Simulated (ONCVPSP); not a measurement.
aluminium (Al): one change to an ONCV potential, before and after

Al, optimised norm-conserving Vanderbilt (ONCV), made with ONCVPSP 4.0.1 (PBEsol, scalar-relativistic). Core [Ne], reference 3s2 3p1. Waves: 3s: rc 1.95 bohr, ncon 4, nbas 9, qcut 3.1 1/bohr, local; 3p: rc 2.95 bohr, ncon 4, nbas 9, qcut 2.8 1/bohr, 1 projector. Local part: the s channel. Core correction: Teter function, fcfact 3.5, rcfact 1.45.

All-electron outer shells of the reference configuration (PBEsol, scalar-relativistic, ld1.x):

```tsv
shell	level (eV)	outermost node (bohr)	outermost maximum (bohr)
2s	-107.85	0.16	0.50
2p	-69.54	–	0.43
3s	-7.71	0.80	2.09
3p	-2.69	0.82	2.64
```

Change: core correction Teter function, fcfact 7.8, rcfact 1.45.

Cutoffs: the cutoffs (Ha) at which the residual kinetic energy of the hardest occupied pseudo-wave falls to 1 and 0.1 mHa per electron; they do not see the model core or the augmentation charge, which bear on the density cutoff. Errors are all-electron minus pseudo energies relative to the spin-unpolarised reference configuration.

**Question.** What does the change do?

**Answer.** The potential gets neither clearly harder nor softer (5.6 Ha and 38 Ha → 5.6 Ha and 38 Ha); of the 4 tests that both files solve, the error grows in 4 and shrinks in 0 by more than 15 % and 0.3 meV (median size 2.0 → 5.4 meV); neither file shows a bound ghost. A model core, the more so a compact one, raises the density cutoff, which this test does not measure.

```csv
quantity,base,changed
"cutoff, loose",5.6 Ha,5.6 Ha
"cutoff, tight",38 Ha,38 Ha
bound ghosts,none,none
GHOST(+) flags under 300 eV,none,none
"error for 3s2 3p0, meV [ΔE 5.74 eV]",+1.0,+4.4
"error for 3s1 3p0, meV [ΔE 24.91 eV]",-29,-40
"error for 3s2 3p0.5, meV [ΔE 2.07 eV]",+0.4,+1.1
"error for 3s1 3p1, meV [ΔE 11.53 eV]",-3.0,-6.4
s: phases at 1.99 bohr within 0.05 rad from the reference energy up to (Ha; the scan ends near 5),1.5,1.5
p: phases at 3.00 bohr within 0.05 rad from the reference energy up to (Ha; the scan ends near 5),0.7,0.7
"rms error of d²Exc/dni dnj with the model core, mHa",1.25,2.31
```
